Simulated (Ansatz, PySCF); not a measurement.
System: sum formula SiN$_{3}$H$_{6}$Br (charge 0, singlet). 
Structure (B3LYP-D3(BJ)/def2-TZVP (Ansatz, a quantum-chemistry and plane-wave program) minimum search):
```
Si
N 1 1.7001
H 2 1.0073 1 120.09
H 2 1.0073 3 112.21 1 -149.59
N 1 1.7074 2 105.41 3 172.51
H 5 1.0062 1 121.10 2 154.49
H 5 1.0078 6 112.49 1 -153.83
N 1 1.7074 2 105.41 3 40.28
H 8 1.0062 1 121.10 2 -154.49
H 8 1.0078 9 112.49 1 153.83
Br 1 2.2645 2 118.19 3 -73.60
```
Charge 0, spin multiplicity 1.

Total electronic energies in hartree. Cores are frozen in the correlated levels unless marked. No spin-orbit coupling. The frozen core is the preceding noble-gas configuration, with the filled d and f shells of earlier blocks. Non-relativistic. CBS marks a two-point X^-3 extrapolation of the correlation energy; Hartree-Fock from the larger set. The bracket is a focal-point correction in the basis named.

| level | program | energy (Eh) |
|---|---|---|
| HF/def2-TZVPD | PySCF | -3028.44681 |
| BLYP-D4/def2-TZVPD | Ansatz + dftd4 | -3031.74760 |
| r2SCAN/def2-TZVPD | Ansatz | -3031.63569 |
| B3LYP-D3(BJ)/def2-TZVPD | Ansatz + dftd3 | -3031.83466 |
| PBE0-D3(BJ)/def2-TZVPD | Ansatz + dftd3 | -3031.16491 |
| PBE0-D4/def2-TZVPD | Ansatz + dftd4 | -3031.16481 |
| PBE0/def2-TZVPD | Ansatz | -3031.15570 |
| r2SCANh-D4/def2-TZVPD | Ansatz + dftd4 | -3031.62803 |
| LC-wPBE-D3(BJ)/def2-TZVPD | Ansatz + dftd3 | -3031.23559 |
| LC-wPBE-D4/def2-TZVPD | Ansatz + dftd4 | -3031.23728 |
| wB97X/def2-TZVPD | Ansatz | -3031.74823 |
| B2GP-PLYP-D4/def2-TZVPD | Ansatz + dftd4 | -3030.88402 |
| B2PLYP-D4/def2-TZVPD | Ansatz + dftd4 | -3031.10409 |
| MP2/STO-3G | Ansatz | -2995.25219 |
| MP2/def2-TZVPP | Ansatz | -3029.37325 |
| RI-MP2/def2-TZVPP | Ansatz | -3029.37295 |
| RI-MP2/def2-QZVPPD | Ansatz | -3029.51653 |
| SCS-MP2/6-31G | Ansatz | -3028.24442 |
| SCS-MP2/6-31G* | Ansatz | -3028.68134 |
| CCSD/6-31G* | Ansatz | -3028.74163 |
| CCSD/def2-SVPD | Ansatz | -3028.65461 |
| CCSD(T)/def2-SVP | Ansatz | -3028.60175 |
| RI-MP2/CBS(def2-TZVPPD,def2-QZVPPD)+[CCSD(T)-MP2]/def2-TZVPPD | Ansatz | -3029.6449 |

Totals of different functionals don't rank their quality; only differences between species are comparable.
